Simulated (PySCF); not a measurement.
C₂H₇NSi₂, SMILES N#CC[SiH2][SiH3]. Atoms are numbered in the order given.

```xyz
12

N      2.2762    -1.3128     0.8183
C      1.7177    -0.2981     0.8775
C      0.9673     0.9466     0.8976
Si    -0.2934     1.0490    -0.5529
Si    -1.6766    -0.8516    -0.5397
H      1.6588     1.8034     0.8402
H      0.4188     1.0308     1.8505
H     -1.0813     2.3010    -0.3532
H      0.4684     1.1550    -1.8299
H     -2.2878    -0.9983     0.8146
H     -2.7638    -0.6891    -1.5487
H     -0.8771    -2.0672    -0.8574
```
Charge 0, spin multiplicity 1.

Geometry: B3LYP-D3(BJ)/def2-SVP. The structure was generated by enumeration, and PubChem lists no compound with its InChIKey, so it may never have been made. The values are those of a single conformer.

Two levels are set side by side: PBE/pcSseg-1 (PySCF) and PBE0/pcSseg-1 (PySCF). GIAO shifts against NH3 (¹⁵N), TMS (²⁹Si), TMS (¹H), TMS (¹³C) at the same level; non-relativistic, no solvent, atoms listed together averaged. Differences are taken from unrounded values.

| quantity | PBE0 |
|---|---|
| δ(¹⁵N) of N1 (ppm) | 307.6 |
| δ(¹³C) of C2 (ppm) | 124.3 |
| δ(¹³C) of C3 (ppm) | -0.1 |
| δ(²⁹Si) of Si4 (ppm) | -62.0 |
| δ(²⁹Si) of Si5 (ppm) | -107.7 |

Task: What does PBE give, and how far is it from PBE0? (Estimate from the structure and the level; the computed values follow.)

Result: 
```tsv
quantity	PBE	PBE minus PBE0
δ(¹⁵N) of N1 (ppm)	304.3	-3.2
δ(¹³C) of C2 (ppm)	119.8	-4.6
δ(¹³C) of C3 (ppm)	0.9	1.0
δ(²⁹Si) of Si4 (ppm)	-64.2	-2.2
δ(²⁹Si) of Si5 (ppm)	-112.7	-5.0
```

Rough cost on one machine, each run with all the roots and properties that it gave: PBE0 against PBE within a factor of 2.
